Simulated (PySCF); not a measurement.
Gas-phase reaction: TeF6 + 2 CF3 = TeF4 + 2 CF4

Computed with PySCF and rigid-rotor harmonic-oscillator thermochemistry at 1 bar. † marks an energy on the PBE0/def2-TZVP geometry and frequencies; other levels use their own. MP2 freezes the core. Open shells (unrestricted): CF3 (multiplicity 2); the rest are closed-shell singlets. B3LYP is the form with VWN-RPA correlation. Te: scalar-relativistic def2 core potential, no spin-orbit coupling. MP2 isn't extrapolated to the basis-set limit.

```
level               ΔH°(298 K), kJ
------------------  --------------
B3LYP/def2-TZVP†               ___
BLYP/def2-TZVP†               -495
M06-2X/def2-TZVP†              ___
MP2/def2-SVP†                 -571
PBE/def2-SVP                   ___
PBE0/def2-QZVP†               -481
PBE0/def2-SVP†                 ___
PBE0/def2-TZVP                -494
r2SCAN/def2-TZVP†             -458
LDA/def2-TZVP†                -548
ωB97M-V/def2-TZVP†            -519
```

Q: Complete the blanks.

A: 
- B3LYP/def2-TZVP†, ΔH°(298 K), kJ: -502
- M06-2X/def2-TZVP†, ΔH°(298 K), kJ: -485
- PBE/def2-SVP, ΔH°(298 K), kJ: -573
- PBE0/def2-SVP†, ΔH°(298 K), kJ: -604
